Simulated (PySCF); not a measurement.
## WNF₃, singlet: structure and spectrum

These are results of PBE0/[W def2-SVP with ECP60, N def2-SVP, F def2-SVP], scalar-relativistic core potentials, density fitting, no spin–orbit coupling, PySCF, not measurements.

The structure is a minimum.

Coordinates in bohr (charge 0 multiplicity 1):
```
W     0.0000   -0.0125   -0.0089
N     0.0000   -2.5594   -1.8106
F     2.9571   -0.3211    1.8641
F    -2.9571   -0.3211    1.8641
F     0.0000    2.6369   -2.3172
```

```json
{
 "Point group": "C3v",
 "Bond lengths": "W–F 1.860 Å (×3), W–N 1.651 Å",
 "Bond angles": "F–W–F 114.6° (×3), F–W–N 103.7° (×3)",
 "Atomisation energy without zero-point energy": "2266 kJ/mol",
 "Highest occupied level": "-9.49 eV",
 "Lowest empty level": "-2.47 eV",
 "Rotational constants": "0.1186, 0.1186, 0.09059 cm⁻¹",
 "Heat capacity Cp at 298.15 K": "80.9 J/(mol K)",
 "Rotational symmetry number": "3",
 "Entropy at 298.15 K and 1 bar": "323.3 J/(mol K)",
 "Principal quadrupole moments (Buckingham, traceless) about the centre of mass": "-0.40, 0.20, 0.20 D Å",
 "Enthalpy at 298.15 K above 0 K": "17.39 kJ/mol",
 "Dipole moment": "2.17 D",
 "Zero-point energy": "27.4 kJ/mol",
 "Principal polarisabilities": "30.4, 30.4, 40.2 bohr³"
}
```

Harmonic modes (masses in u: W 183.951, N 14.003, F 18.998):
```tsv
symmetry	ω (cm⁻¹)	IR (km/mol, summed over degenerate members)	μ (u)	type
e	164	19.9	20.47	bend
a1	227	9.9	22.68	bend
e	336	15.0	15.92	bend
a1	715	41.9	19.33	stretch
e	719	255	21.85	stretch
a1	1197	53.8	15.00	stretch
```

In C3v the vibrations span 3e + 3a1.

Charges (e):
```
  atom  Mulliken  Löwdin  polar tensor  Mayer order to W1
    W1      1.27    0.49          2.30                  –
    N2     -0.28   -0.07         -0.54               2.81
F3,4,5     -0.33   -0.14         -0.59               1.03
```

Mulliken populations on W1 (electrons outside its core potential): s 2.36, p 6.30, d 3.88, f 0.20.

Outer orbital energies (eV). occupied: -13.93, -13.22, -12.95, -12.95, -12.85, -9.54, -9.54, -9.49; empty: -2.47, -2.47, -0.86, -0.38.

Formally W is in oxidation state +6, d0. The polar-tensor charge on W, 2.30, is far below the formal one.

Stability towards spin polarisation was not tested. Other isomers or separated fragments may lie lower. With an element this heavy the missing spin–orbit coupling can shift these numbers.

The final relaxation and frequency run took 40 s on 2 threads of a shared Arm Neoverse V2 host, with 88 basis functions and 13 gradients; the process peaked at 1.2 GiB.
